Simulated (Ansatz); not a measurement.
Two isomers of C2H9AlSi2: A = `C[SiH2][SiH]1[CH2][AlH]1`, B = `C[C@@H]1[AlH][Si@H]1[SiH3]`.

Calculated with Ansatz (gas phase, PBE0-D4/def2-TZVP geometries, no zero-point term in ΔE). CBS: MP2 limit from def2 TZ/QZ plus the TZ coupled-cluster correction, frozen cores. DFT in def2-TZVPP. B3LYP here is the variant with VWN-RPA as its local correlation; programs differ in this. One conformer a species, not always the lowest.

**Question.** Which isomer does CCSD(T)/CBS put lower? Give the gap. (Best estimate.)

**Answer.** The calculation gave: A, by 52.0 kJ/mol.

**Question.** Give E(B) − E(A) in kJ/mol with r2SCAN-D4, PBE-D4, B3LYP-D4, HF/def2-TZVPP, CCSD(T)/def2-TZVPP, MP2/def2-TZVPP, PBE0-D4. (An estimate is asked.)

**Answer.** Ansatz gave: r2SCAN-D4 53.7, PBE-D4 48.7, B3LYP-D4 50.1, HF/def2-TZVPP 50.8, CCSD(T)/def2-TZVPP 49.8, MP2/def2-TZVPP 51.2, PBE0-D4 50.7. None reverses the order clearly.

Largest T1 diagnostic: 0.013.
